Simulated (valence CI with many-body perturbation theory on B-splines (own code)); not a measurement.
Level structure of Ho60+

Level of theory: relativistic CI+MBPT: five valence electrons over a frozen Dirac-Fock core [He], a basis of 11 s, 11 p, 10 d, 8 f, 5 g, 2 h functions for each j, with the one-electron correlation potential Σ1 (screened to all orders), the two-electron term Σ2, the three-electron term Σ3, Breit, model QED; selected single and double excitations, second order for the rest, scaled by the run's own slope (own B-spline code, finite nucleus).

The last digits are not significant, and no measured levels were compared; by estimate large intervals hold to a few tenths of a per cent, small ones and those within an open d or f shell to about a per cent. Among the levels kept, up to 7300 cm⁻¹ of a level comes from second order outside the variational space, and about a tenth of that is noise between levels of different J, which matters for small intervals.

Levels 181 to 202 of 202, with energies above the lowest level, (2s^2 2p1/2^2 2p3/2) J=3/2. "Leading %" is the weight of the configuration and term that name the level; weights of strongly mixed levels are sums over their largest components and can fall short. In the jj column 3d3/2^4 stands for four electrons in 3d with j = 3/2. Lifetimes count E1, E2, E3, M1 and M2 decay at the calculated energies, and are blank where another channel may lead or the interval is too uncertain; long ones can be off by a factor of two.

| No. | Configuration | Term | J | E (× 10³ cm⁻¹) | Leading % | Lifetime | g | Leading jj |
| --- | --- | --- | --- | --- | --- | --- | --- | --- |
| 181 | 2s2p³3d | ⁴D° | 7/2 | 79306 | 53 | 16.4 fs | 1.231 | 2s 2p1/2 2p3/2^2 3d5/2 (98 %) |
| 182 | 2s2p³3d | ⁴D° | 5/2 | 79358 | 38 | 2.27 fs | 1.253 | 2s 2p1/2 2p3/2^2 3d5/2 (99 %) |
| 183 | 2s2p³3d | ²G° | 9/2 | 79400 | 81 | 85.9 fs | 1.122 | 2s 2p1/2 2p3/2^2 3d5/2 (99 %) |
| 184 | 2s2p³3d | ²F° | 7/2 | 79429 | 56 | 16.8 fs | 1.165 | 2s 2p1/2 2p3/2^2 3d5/2 (99 %) |
| 185 | 2s2p³3d | ²F° | 7/2 | 79467 | 49 | 954 as | 1.189 | 2s 2p1/2 2p3/2^2 3d5/2 (99 %) |
| 186 | 2s2p³3d | ²D° | 3/2 | 79485 | 48 | 886 as | 1.012 | 2s 2p1/2 2p3/2^2 3d5/2 (96 %) |
| 187 | 2s2p³3d | ²F° | 5/2 | 79518 | 39 | 2.96 fs | 1.103 | 2s 2p1/2 2p3/2^2 3d5/2 (99 %) |
| 188 | 2s2p³3d | ²P° | 3/2 | 79531 | 37 | 6.79 fs | 1.144 | 2s 2p1/2 2p3/2^2 3d5/2 (98 %) |
| 189 | 2s2p³3d | ²S° | 1/2 | 79544 | 48 | 826 as | 1.319 | 2s 2p1/2 2p3/2^2 3d5/2 (97 %) |
| 190 | 2s2p³3d | ²P° | 3/2 | 79616 | 39 | 548 as | 1.201 | 2s 2p1/2 2p3/2^2 3d5/2 (97 %) |
| 191 | 2s2p³3d | ²D° | 5/2 | 79635 | 43 | 586 as | 1.056 | 2s 2p1/2 2p3/2^2 3d5/2 (97 %) |
| 192 | 2p⁴3p | ⁴D° | 7/2 | 80364 | 67 | 4.01 fs | 1.316 | 2p1/2^2 2p3/2^2 3p3/2 (98 %) |
| 193 | 2p⁴3p | ²D° | 5/2 | 80364 | 50 | 3.82 fs | 1.314 | 2p1/2^2 2p3/2^2 3p3/2 (98 %) |
| 194 | 2p⁴3p | ²P° | 1/2 | 80374 | 49 | 3.59 fs | 1.289 | 2p1/2^2 2p3/2^2 3p3/2 (98 %) |
| 195 | 2s²2p²4s | ⁴P | 1/2 | 80620 | 46 | 10.8 fs | 1.998 | 2s^2 2p1/2^2 4s (100 %) |
| 196 | 2p⁴3p | ²P° | 3/2 | 80716 | 46 | 3.87 fs | 1.314 | 2p1/2^2 2p3/2^2 3p3/2 (98 %) |
| 197 | 2s²2p²4p | ²P° | 1/2 | 80921 | 46 | 16.5 fs | 0.657 | 2s^2 2p1/2^2 4p1/2 (100 %) |
| 198 | 2p⁴3p | ²P° | 3/2 | 80924 | 67 | 3.72 fs | 1.317 | 2p1/2^2 2p3/2^2 3p3/2 (98 %) |
| 199 | 2p⁴3d | ⁴D | 3/2 | 81100 | 32 | 32.0 fs | 1.182 | 2p1/2^2 2p3/2^2 3d3/2 (99 %) |
| 200 | 2p⁴3d | ⁴D | 5/2 | 81115 | 36 | 18.1 fs | 1.160 | 2p1/2^2 2p3/2^2 3d3/2 (97 %) |
| 201 | 2p⁴3d | ²F | 7/2 | 81123 | 37 | 56.1 fs | 1.094 | 2p1/2^2 2p3/2^2 3d3/2 (99 %) |
| 202 | 2p⁴3d | ⁴P | 1/2 | 81145 | 49 | 4.40 fs | 1.655 | 2p1/2^2 2p3/2^2 3d3/2 (97 %) |
